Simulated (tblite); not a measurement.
Species: C6H8F2Si.
Numbering: `[CH:1]#[C:2][C@@H:3]1[CH2:4][SiH2:5][C@@H:6]([F:7])[C@@H:8]1[F:9]` (hydrogens: H10 on C1; H11 on C3; H12, H13 on C4; H14, H15 on Si5; H16 on C6; H17 on C8)

Computed geometry: GFN2-xTB, gas phase.

Give the optimised bond lengths and angles.

```
   bond  length (bohr)   order
  C1≡C2          2.261  triple
  C2–C3          2.737  single
  C3–C4          2.911  single
 C4–Si5          3.601  single
 Si5–C6          3.648  single
  C6–F7          2.621  single
  C6–C8          2.886  single
  C8–F9          2.608  single
  C3–C8          2.901  single
 C1–H10          1.982  single
 C3–H11          2.072  single
 C4–H12          2.057  single
 C4–H13          2.063  single
Si5–H14          2.758  single
Si5–H15          2.760  single
 C6–H16          2.065  single
 C8–H17          2.073  single
```

Orders are formal, as drawn. A selection of angles:
```
    angle  degrees
 C1–C2–C3    178.1
 C2–C3–C4    111.7
 C2–C3–C8    112.0
 C4–C3–C8    107.7
C3–C4–Si5    105.0
C4–Si5–C6     93.0
Si5–C6–F7    110.4
Si5–C6–C8    104.7
 F7–C6–C8    108.3
 C6–C8–F9    107.3
 C3–C8–C6    108.0
 C3–C8–F9    110.0
```

Torsions: C2–C3–C4–Si5 -162° (antiperiplanar); C3–C4–Si5–C6 14° (synperiplanar); C4–Si5–C6–F7 -103° (anticlinal); Si5–C6–C8–F9 81° (synclinal); C2–C3–C8–C6 175° (antiperiplanar).

Of the pairs four or more bonds apart, F7···H11 is among the closest relative to their van der Waals radii: 2.72 Å, 102 % of the sum of Bondi's values. Si5 (SiH2 silicon) has angles from 93.0° to 114.6°. The 5-membered ring C3–C4–Si5–C6–C8 has internal angles of 93.0° to 108.0°; it is puckered, 0.20 Å rms from its mean plane, widest ring torsion 51°. The 2 C–Si bonds span 1.905 Å (C4–Si5, drawn single) to 1.930 Å (Si5–C6, drawn single), a spread of 0.025 Å. The C–C distances run from 1.197 Å (C1≡C2, drawn triple) to 1.541 Å (C3–C4, drawn single), a spread of 0.344 Å.

Point group: C1 (no symmetry element, even within 0.4 Å). Its GFN2-xTB frequencies are all real (lowest 63 cm⁻¹). One conformer, not necessarily the lowest.
